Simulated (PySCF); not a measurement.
PBE0 beside CCSD(T) along group 14: bonds to H

PBE0 and CCSD(T) in PySCF with def2-TZVPPD on every atom (core potentials on Sn), for the lowest determinant that a PBE0 search found; no spin–orbit coupling.

| molecule | state (unpaired electrons) | PBE0 Re (Å) | PBE0 ωe (cm⁻¹) | PBE0 De (eV) | CCSD(T) Re (Å) | CCSD(T) ωe (cm⁻¹) | CCSD(T) De (eV) |
| --- | --- | --- | --- | --- | --- | --- | --- |
| CH | doublet (π ↑) | 1.124 | 2849 | 3.60 | 1.121 | 2849 | 3.55 |
| SiH | doublet (π ↑) | 1.531 | 2024 | 3.10 | 1.524 | 2042 | 3.12 |
| GeH | doublet (π ↑) | 1.601 | 1899 | 2.88 | ? | ? | ? |
| SnH | doublet (π ↑) | 1.778 | 1713 | 2.60 | 1.766 | 1731 | 2.66 |

Estimate the CCSD(T) values of GeH by adding the mean shift from PBE0 to CCSD(T) of the other rows, and compare with the calculation.

The mean shifts are -0.7 pm, +12 cm⁻¹ and +0.01 eV, which give 1.594 Å, 1911 cm⁻¹ and 2.89 eV. CCSD(T)/def2-TZVPPD gives Re = 1.591 Å, ωe = 1907 cm⁻¹, De = 2.93 eV.

What are the mean differences of PBE0 from CCSD(T) over the whole series?

Re +0.8 pm, ωe -11 cm⁻¹, De -0.02 eV.

In a basis of this size CCSD(T) is itself not converged; it tends to give bonds that are too long and too weak.

Correlated steps freeze the inner cores (1 to 9 orbitals); shallow outer-core shells are correlated. These are scalar-relativistic numbers at best; spin–orbit coupling would shift them, the dissociation energy most. States were picked by a PBE0 search and need not be the measured ground states.
